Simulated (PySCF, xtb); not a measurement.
AlI₂, SMILES [I][Al+][I], charge +1.

Harmonic wavenumbers (cm⁻¹) from GFN2-xTB run with xtb 6.7.1 at its own minimum, in rising order: 131, 131, 200, 658.

**Question.** What does B3LYP-D3(BJ)/def2-SVP in PySCF give at its own minimum? (Estimate from the structure and the level; the computed values follow.)

**Answer.** 92, 92, 177, 571. Paired by order, the mean absolute difference is 47 cm⁻¹ and the zero-point energies are 1.6 and 1.3 kcal/mol.
